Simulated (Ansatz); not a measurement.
Born–Oppenheimer molecular dynamics of H5NO3Si (10 atoms, charge 0, multiplicity 1). It starts from a relaxed structure.

Method: Ansatz 0.2.0, RKS B3LYP-D4/6-31G*.

```
ensemble                      : NVE (velocity Verlet)
time step                     : 1 fs
steps asked                   : 100
starting velocities drawn for : 1000 K
masses                        : H 3.016 u
seed                          : 505707
```

First frame:

```xyz
10
Properties=species:S:1:pos:R:3
Si -0.065 -0.087 0.179
N -0.092 -0.107 1.890
H -0.636 0.607 2.358
H 0.771 -0.291 2.385
O 1.474 0.070 -0.410
H 1.724 -0.641 -1.017
O -1.058 1.171 -0.235
H -1.400 1.137 -1.139
O -0.606 -1.509 -0.499
H -1.204 -1.998 0.084
```

(1) How far do the bonds stretch over the last three quarters of this one trajectory? (Pairs bonded in most of those frames.)

## Answers

(1) 
| bond | mean (Å) | spread (Å) | shortest | longest |
| --- | --- | --- | --- | --- |
| Si1–N2 | 1.718 | 0.055 | 1.60 | 1.81 |
| Si1–O5 | 1.645 | 0.012 | 1.62 | 1.67 |
| Si1–O7 | 1.659 | 0.017 | 1.62 | 1.69 |
| Si1–O9 | 1.678 | 0.070 | 1.57 | 1.79 |
| N2–H3 | 1.015 | 0.029 | 0.97 | 1.06 |
| N2–H4 | 1.018 | 0.035 | 0.96 | 1.08 |
| O5–H6 | 0.975 | 0.040 | 0.91 | 1.03 |
| O7–H8 | 0.981 | 0.054 | 0.90 | 1.05 |
| O9–H10 | 0.967 | 0.016 | 0.94 | 0.99 |

Mean temperature of the second half: 477 K. The conserved energy stayed within 1.7 meV per atom of its start (net change 0.55 meV per atom), so the integration is sound. Over the second half the temperature averaged 0.48 of the 1000 K drawn at the start: a run that starts near a minimum puts about half its kinetic energy into the potential. A run of 0.1 ps of so small a system gives no equilibrium averages.

Run time: 6.8 min on 1 thread of Arm Neoverse V1 (shared host), peak memory 0.18 GiB.
